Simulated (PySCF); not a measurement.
Calculated NMR data

Gas phase, fast rotation and ring inversion assumed for equivalent nuclei, one computed conformer, non-relativistic. PBE0/pcSseg-1 with gauge-including orbitals; geometry from GFN2-xTB; PySCF 2.14.0 with density-fitted response routines.

References, each an isolated molecule treated in the same way: TMS for 1H (σref 31.72) and 13C (σref 186.93). Splittings of carbon signals by F and P are missing where no couplings were computed. Where no couplings were computed, multiplicities follow the n + 1 count of equivalent neighbours, and m marks all less simple cases (inequivalent or close neighbours, rings, F or P nearby). Shifts are as computed. Against solution values, carbons near 30 ppm lie about +3 ppm off and those near 130 ppm about +5 ppm; carbons on Cl a further +6 ppm. Of 1211 compounds with measured shifts, 218 miss one by over three times the rms of a fit or turn the order of signals round; such compounds aren't used in these exercises. Carbons bonded to Cl come out too deshielded. OH and NH positions are gas-phase values without hydrogen bonding to other molecules.

Compound 1 (C5H11OP). 1H NMR (400 MHz, computed): δ 7.23 (m, 1H), 6.85 (m, 1H), 6.74 (m, 1H), 6.12 (m, 1H), 1.40 (m, 3H), 1.24 (m, 1H), 1.16 (m, 3H). 13C{1H} NMR (computed): δ 145.1 (CH2), 140.2 (CH), 33.3 (CH), 18.2 (CH3), 14.1 (CH3). Structure: `C=C[P@H](=O)C(C)C`.

Compound 2 (C6H7ClO). 1H NMR (400 MHz, computed): δ 6.70 (d, 2H), 4.61 (m, 2H), 3.41 (m, 1H), 3.34 (m, 2H). 13C{1H} NMR (computed): δ 151.1 (CH), 107.5 (CH), 58.3 (CH2), 38.0 (CH). Structure: SMILES ClCC1C=COC=C1.

Compound 3 (C6H10N2). 1H NMR (400 MHz, computed): δ 7.01 (d, 1H), 6.72 (m, 1H), 5.37 (br s, 1H), 5.32 (m, 1H), 5.25 (m, 1H), 2.99 (m, 1H), 0.67 (m, 2H), 0.54 (m, 2H). 13C{1H} NMR (computed): δ 145.0 (CH), 134.1 (CH), 118.3 (CH2), 32.0 (CH), 9.6 (CH2). Structure: SMILES C=C/C=N/NC1CC1.
